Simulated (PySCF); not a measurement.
This script is equivalent to a calculation on C⁺ (carbon, charge +1).

```python
from pyscf import gto, scf, dft, mp, cc
import basis_set_exchange as bse
mol = gto.M(atom="C 0 0 0", charge=1, spin=1, symmetry="D2h",
            basis=gto.basis.parse(bse.get_basis("aug-cc-pwCVTZ", elements=["C"], fmt="nwchem", header=False)))
mf = dft.UKS(mol, xc="PBE")
mf.irrep_nelec = {'Ag': (2, 2), 'B2u': (1, 0)}
mf.kernel()
```

Problem. What total energy does it give?

Solution. -37.373 hartree (calculated).

Problem. Which occupied shell lies highest, and where?

Solution. 2p α, at -17.948 eV.

Problem. What is ⟨S²⟩, and what would a pure spin state give?

Solution. 0.752, against 0.75.
